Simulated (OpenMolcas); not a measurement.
Rh5+ (d4) among equal point charges was computed by CASSCF with the d shell active (OpenMolcas, ANO-RCC-VDZP on the metal). Its lowest spin-free states, and all those of the highest spin:

```json
{"2S+1": "5", "Degeneracy": "1", "E (cm-1)": "0.0"}
{"2S+1": "5", "Degeneracy": "1", "E (cm-1)": "7388"}
{"2S+1": "5", "Degeneracy": "1", "E (cm-1)": "14012"}
{"2S+1": "5", "Degeneracy": "2", "E (cm-1)": "14761"}
{"2S+1": "3", "Degeneracy": "2", "E (cm-1)": "22203"}
{"2S+1": "3", "Degeneracy": "1", "E (cm-1)": "22816"}
{"2S+1": "3", "Degeneracy": "1", "E (cm-1)": "23338"}
{"2S+1": "3", "Degeneracy": "1", "E (cm-1)": "25468"}
{"2S+1": "3", "Degeneracy": "2", "E (cm-1)": "27037"}
{"2S+1": "3", "Degeneracy": "1", "E (cm-1)": "28356"}
{"2S+1": "3", "Degeneracy": "1", "E (cm-1)": "28507"}
{"2S+1": "3", "Degeneracy": "2", "E (cm-1)": "28761"}
```

Task: Is the site octahedral, tetrahedral or cube-like, axial, or of lower symmetry?

Result: The states with 2S+1 = 5 have orbital degeneracies 1, 1, 1, 2. There are pairs but no triples, so the site is axial: not cubic, but with a proper or improper axis of order three or more. The run had Rh5+ among 5 point charges of -1.5 e arranged as a square pyramid (C4v), 1.75 Å from the ion, with the axial distance 1.977 Å.

Without dynamic correlation the repulsion within the d shell is too large (B by tens of per cent), so at a given field states of lower spin stand too high. Point charges give a weaker field than real ligands, and real ions of this kind are as a rule low spin; the high spin found here belongs to the model. This is an electrostatic model: the charges have no orbitals. An unlabelled pair can be two single states that coincide in this model. No measured value stands beside these numbers.
